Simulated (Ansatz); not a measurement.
Basis-set extrapolation for AlH₆NOSi, SMILES `[OH][AlH][NH][SiH3]` (PBE0-D4/def2-TZVP geometry, frozen core, Ansatz 0.2.0). Multiplicity 1, RHF reference.

```json
{"": "HF", "def2-TZVPP": "-663.856859", "def2-QZVPP": "-663.880458"}
{"": "MP2 correlation", "def2-TZVPP": "-0.661455", "def2-QZVPP": "-0.711996"}
{"": "CCSD(T) correlation", "def2-TZVPP": "-0.722251", "def2-QZVPP": "not run"}
```

Energies in hartree. Use E(X) = E(∞) + A·exp(−7.88·√X) for Hartree–Fock and E(X) = E(∞) + B·X^(−2.97) for correlation, with X = 3 and 4, and add CCSD(T) minus MP2 of the smaller set to the MP2 limit.

Task: What is the CCSD(T) energy at the basis-set limit?

Result: HF limit: -663.880458 + (-0.023599) × 0.13774 = -663.88371. MP2 limit: -0.711996 + (-0.050541) × 0.74074 = -0.74943. Higher-order term: -0.722251 − (-0.661455) = -0.06080. Total: -664.69394 hartree, 301.5 kJ/mol below CCSD(T)/def2-TZVPP.
